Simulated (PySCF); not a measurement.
**Molecular orbitals of KNa**

PBE at R = 3.544 Å; K pcseg-2, Na pcseg-2; no relativity (PySCF 2.14). State: ¹Σ⁺ (singlet), closed shell. Only the outer orbitals are listed, counted within each symmetry.

| orbital | occ. | ε (eV) | on K (%) | main shells (%) |
| --- | --- | --- | --- | --- |
| 6σ | 2 | -34.82 | 100 | 100 K s |
| 7σ | 2 | -27.79 | 0 | 100 Na p |
| 2π | 2 | -27.79 | 0 | 100 Na p |
| 2π | 2 | -27.79 | 0 | 100 Na p |
| 3π | 2 | -18.65 | 100 | 100 K p |
| 3π | 2 | -18.65 | 100 | 100 K p |
| 8σ | 2 | -18.63 | 100 | 100 K p |
| 9σ | 2 | -2.78 | 47 | 52 Na s, 44 K s |
| 10σ | 0 | -1.69 | 62 | 51 K s, 34 Na s, 11 K p |
| 4π | 0 | -0.78 | 51 | 49 Na p, 48 K p |
| 4π | 0 | -0.78 | 51 | 49 Na p, 48 K p |

Problem. Which are the highest filled and the lowest empty level, where do they sit, and how wide is the gap?

Solution. Highest filled 9σ at -2.78 eV (in %: 52 Na s, 44 K s); lowest empty 10σ at -1.69 eV (in %: 51 K s, 34 Na s, 11 K p); the gap at PBE is 1.09 eV.

```json
{"bond order (Mayer)": "1.00", "⟨S²⟩": "0.000", "charge on K (Mulliken, basis-dependent)": "0.05", "charge on K (Löwdin, basis-dependent)": "0.06", "dipole moment (positive dipole means K(−)Na(+))": "-2.64 D", "polarisability along the bond": "468.0 bohr³", "polarisability across the bond": "235.4 bohr³"}
```

Closed-shell solutions of metal pairs were not tested for spin polarisation, which can lower them a little.
